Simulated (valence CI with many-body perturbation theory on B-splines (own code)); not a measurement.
## A CI+MBPT run for Eu XXV

Computed by valence CI with perturbative core correlation (CI+MBPT): three valence electrons over a frozen Dirac-Fock core [Kr], a basis of 6 s, 6 p, 5 d, 5 f, 1 g functions for each j, with the one-electron correlation potential Σ1 (screened to all orders), the two-electron term Σ2, the three-electron term Σ3, Breit, model QED; selected single and double excitations, second order for the rest, scaled by the run's own slope (own B-spline code, finite nucleus).

Command, and the settings that its task file holds:

```sh
python run_cv.py task.json out
```

```
atom Eu  Z=63  mass_number=153  rms_radius_fm=5.1115
core [Kr]
valence 4d3
avg = 1
basis = S
breit = 1
cap = 20000
capref = 1200
cscale = 1
de = 0.0
dress = 0
eps = 2e-08
extrap = 1
h = 0.27
hh = 1
l2 = 3
lcore = 6
maxit = 60
n2 = 5
natural = 1
nlev = 30
nno = [3, 3, 3, 3, 1]
nroot = 26
nsp = [3, 3, 2, 2, 0]
pt2 = 1
qed = 1
rpa = 1
s1 = 1
s2 = 1
s3 = 1
screen = 1
tol = 2e-05
whole = 1
```

It took 33 s on 1 thread of Arm Neoverse V2, on a shared host.

Log. The first blocks belong to the next ion, which gives the ionisation energy. Fields: 2J, parity (1 odd), roots, reference size, generating configurations, candidates as configurations/state functions, variational space P, stored matrix elements, Davidson steps; e2 is the range of second-order energies in hartree. The first line gives the box (bohr), its intervals, the orbitals and the steps of their self-consistent field. Window is the range of levels sought, series limit the energy at which the first omitted orbital would enter, core excitation an estimate of the first excitation out of the core, left out the lowest levels not solved, and shifts from estimates the range by which levels moved from their first estimate, all in cm⁻¹.

```
rmax 6.0 intervals 60 orbitals 40 references ['4d3', '4d2 4f', '4d2 5s', '4d2 5p', '4d 4f2'] scf 4 t 1.3
2J=4 par=0 roots 2 ref 42 generators 3 cand 263/263 P 305/305 nnz 0 it 0
2J=4 par=0 roots 2 ref 42 generators 8 cand 20/20 P 325/325 nnz 0 it 0
   second order: generators 9 cand 10/10 e2 -0.00000 -0.00000
2J=0 par=0 roots 2 ref 17 generators 4 cand 105/105 P 122/122 nnz 0 it 0
2J=0 par=0 roots 2 ref 17 generators 6 cand 3/3 P 125/125 nnz 0 it 0
   second order: generators 9 cand 0/0 e2 -0.00000 -0.00000
2J=6 par=0 roots 2 ref 32 generators 2 cand 218/218 P 250/250 nnz 0 it 0
2J=6 par=0 roots 2 ref 32 generators 9 cand 17/17 P 267/267 nnz 0 it 0
   second order: generators 14 cand 15/15 e2 -0.00000 -0.00000
reference levels 568, estimated 19, window 233779 1/cm; series limit 3609838, core excitation 924671
2J=3 par=0 roots 5 ref 57 generators 8 cand 124/305 P 734/1799 nnz 0 it 4
2J=3 par=0 roots 5 ref 57 generators 10 cand 133/377 P 867/2176 nnz 0 it 5
   second order: generators 12 cand 1118/2513 e2 -0.00001 -0.00000
2J=5 par=0 roots 5 ref 67 generators 5 cand 122/335 P 714/2007 nnz 0 it 4
2J=5 par=0 roots 5 ref 67 generators 8 cand 165/582 P 879/2589 nnz 1.5e+06 it 5
   second order: generators 12 cand 1248/3328 e2 -0.00001 -0.00000
2J=7 par=0 roots 3 ref 61 generators 2 cand 134/338 P 647/1801 nnz 0 it 3
2J=7 par=0 roots 3 ref 61 generators 6 cand 103/323 P 750/2124 nnz 0 it 5
   second order: generators 9 cand 1370/3959 e2 -0.00001 -0.00000
2J=9 par=0 roots 3 ref 50 generators 4 cand 92/210 P 584/1444 nnz 0 it 4
2J=9 par=0 roots 3 ref 50 generators 8 cand 84/242 P 668/1686 nnz 0 it 4
   second order: generators 12 cand 1313/3657 e2 -0.00000 -0.00000
2J=1 par=0 roots 2 ref 32 generators 4 cand 111/174 P 618/977 nnz 0 it 0
2J=1 par=0 roots 2 ref 32 generators 6 cand 146/250 P 764/1227 nnz 0 it 0
   second order: generators 9 cand 887/1357 e2 -0.00000 -0.00000
2J=11 par=0 roots 1 ref 31 generators 1 cand 36/76 P 433/924 nnz 0 it 0
2J=11 par=0 roots 1 ref 31 generators 3 cand 35/90 P 468/1014 nnz 0 it 0
   second order: generators 6 cand 918/2309 e2 -0.00001 -0.00001
left out: unestimated 1153573, estimated none, shifts from estimates -22 to 3
operators 2.7
```

The Davidson iterations converged.

No measured spectrum was set against this ion. As an estimate, terms of the open shell hold to 2 to 4 % of their energy, and close levels can change places. Only levels of the ground parity were solved; by the run's estimate the other parity begins above the list, which can be wrong where configurations are misplaced.

| Property | Result |
| --- | --- |
| Valence energy | -92.48694 hartree |
| Ionisation energy | 796.69 eV (NIST: 795 ± 4 eV (theoretical)) |
| Reference configurations for the orbitals | 4d3, 4d2 4f, 4d2 5s, 4d2 5p, 4d 4f2 |
| Radial orbitals | 40 |
| Box radius | 5.973 bohr |
| Largest variational space | 2589 |
| Lowest levels | (4d3/2^3) J=3/2 0.0, (4d3/2^2 4d5/2) J=5/2 [a] 40026, (4d3/2^2 4d5/2) J=3/2 58345, (4d3/2^2 4d5/2) J=7/2 59683, (4d3/2^2 4d5/2) J=9/2 65624, (4d3/2^2 4d5/2) J=1/2 68104, (4d3/2^2 4d5/2) J=5/2 [b] 103780, (4d3/2 4d5/2^2) J=7/2 [a] 105110, (4d3/2 4d5/2^2) J=9/2 111450, (4d3/2 4d5/2^2) J=3/2 [a] 123450, (4d3/2 4d5/2^2) J=1/2 129450, (4d3/2 4d5/2^2) J=11/2 135100, (4d3/2 4d5/2^2) J=5/2 [a] 142450, (4d3/2 4d5/2^2) J=5/2 [b] 149710 cm⁻¹ |

Levels are named by their leading jj configuration (3d3/2^4 stands for four electrons in 3d with j = 3/2), which in mixed levels can hold well under half, so a name can repeat and another be missing. Letters in brackets count levels of one name in rising energy.
